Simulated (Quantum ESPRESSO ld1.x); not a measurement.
Pb, 82 electrons, occupied as [Hg] 6p2. All-electron calculation, scalar-relativistic Kohn-Sham, LDA (Slater exchange, VWN5 correlation), spin-polarised, spherical densities, point nucleus; open shells are filled with parallel spins first. Program: ld1.x of Quantum ESPRESSO 7.5. Some entries of the table are withheld. Estimate them.

orbital,occ.,eigenvalue (hartree),<r^2> (bohr^2)
1s up,1,-3236.48,0.0003574
1s down,1,-3236.48,0.0003574
2s up,1,-578.923,0.005424
2s down,1,-578.923,0.005424
2p up,3,-496.695,0.004620
2p down,3,-496.695,0.004620
3s up,1,-138.955,0.03490
3s down,1,-138.954,0.03490
3p up,3,-115.385,0.03615
3p down,3,-115.385,0.03615
3d up,5,-91.3269,0.02994
3d down,5,-91.3265,0.02994
4s up,1,-31.4283,0.1668
4s down,1,-31.4277,0.1668
4p up,3,-23.7036,0.1912
4p down,3,-23.7029,0.1912
4d up,5,-14.7670,0.2146
4d down,5,-14.7662,0.2146
5s up,1,-5.30408,0.8145
5s down,1,-5.30238,0.8143
4f up,7,-4.89296,0.2468
4f down,7,-4.89209,0.2468
5p up,3,-3.15577,1.077
5p down,3,-3.15372,1.075
5d up,5,-0.78186,2.008
5d down,5,-0.77455,1.976
6s up,1,(1),(2)
6s down,1,(3),(4)
6p up,2,-0.14929,12.70
6p down,0,-0.11288,13.69
7s up,0,-0.02341,66.17
7s down,0,-0.01488,85.25

Answer. 
(1) 6s up eigenvalue (hartree): -0.46358
(2) 6s up <r^2> (bohr^2): 6.082
(3) 6s down eigenvalue (hartree): -0.43218
(4) 6s down <r^2> (bohr^2): 5.976
